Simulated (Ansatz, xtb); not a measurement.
# C4H5BO: which of two isomers lies lower

Structure I: the triplet with the links of `OB1C=CC=C1`. Structure II: `OC1=CBC=C1`, a singlet. Both are isolated molecules in the gas phase, relaxed with B3LYP-D3(BJ)/def2-SVP; the shapes shown needn't be the lowest conformers.

I (Å):

```xyz
11

C    -0.8008    0.3655   -0.0171
C     0.4410    1.0956   -0.1752
C     0.4992    1.7267   -1.4084
C    -0.6979    1.4754   -2.1853
B    -1.6184    0.5721   -1.3246
O    -2.8506    0.1023   -1.6907
H    -3.2631   -0.4450   -1.0123
H    -1.0157   -0.1935    0.8987
H     1.2336    1.1470    0.5755
H     1.3445    2.3340   -1.7423
H    -0.8330    1.8920   -3.1865
```

II (Å):

```
atom    x (Å)    y (Å)    z (Å)
   C  -1.4397   0.5798  -0.7271
   C  -0.3468   0.6669   0.0850
   C   0.0807   1.5001  -2.2457
   C  -1.1884   1.0801  -2.1322
   B   0.7573   1.2694  -0.7995
   O  -2.6685   0.1290  -0.4710
   H  -2.7177  -0.1643   0.4518
   H  -0.3459   0.3519   1.1300
   H   1.8958   1.5242  -0.4969
   H   0.5015   1.9062  -3.1678
   H  -1.9817   1.0660  -2.8845
```

Question: Which of the two would you expect CCSD(T)/def2-SVP + ΔMP2/def2-TZVPP electronic energies to favour?

Answer: Structure I; the calculation gives E(II) − E(I) = +6.1 kcal/mol.

How the difference moves with the method:

```
                             level               geometry  E(II) − E(I) (kcal/mol)  departure from the last row (kcal/mol)  job, with rough time for the two
             B3LYP-D3(BJ)/def2-SVP  B3LYP-D3(BJ)/def2-SVP                     +10.9                                    +4.8                optimisation, 60 s
                       HF/def2-SVP  B3LYP-D3(BJ)/def2-SVP                     +24.0                                   +17.9           part of the CCSD(T) run
                      MP2/def2-SVP  B3LYP-D3(BJ)/def2-SVP                      +6.2                                    +0.1           part of the CCSD(T) run
                  CCSD(T)/def2-SVP  B3LYP-D3(BJ)/def2-SVP                      +8.3                                    +2.2                      single point
CCSD(T)/def2-SVP + ΔMP2/def2-TZVPP  B3LYP-D3(BJ)/def2-SVP                      +6.1                                                        single point, 82 s
```

As drawn, II has 1 C–O, 1 B–H in place of 1 B–O, 1 C–H.

None of the levels shown reverses the order. The largest departure from CCSD(T)/def2-SVP + ΔMP2/def2-TZVPP is that of HF/def2-SVP, 17.9 kcal/mol. At CCSD(T)/def2-SVP + ΔMP2/def2-TZVPP a singlet with the links of I lies below this triplet. Levels run at GFN2-xTB geometries aren't shown. The last row adds to CCSD(T) the change of the MP2 difference between the two basis sets, here −2.2 kcal/mol.

With harmonic frequencies from B3LYP-D3(BJ)/def2-SVP (ideal gas, rigid rotor, one conformer each, 298.15 K, 1 atm): the zero-point term adds 0.0 kcal/mol; ΔH is +6.1 and ΔG +6.8 kcal/mol.

Open shells are spin-unrestricted. The correlated steps freeze 6 core orbitals. ΔG holds the spin degeneracy. Run with Ansatz 0.2.0; the last row on 2 threads of Intel(R) Xeon(R) Platinum 8259CL CPU @ 2.50GHz (Skylake/Cascade Lake) on a shared host.
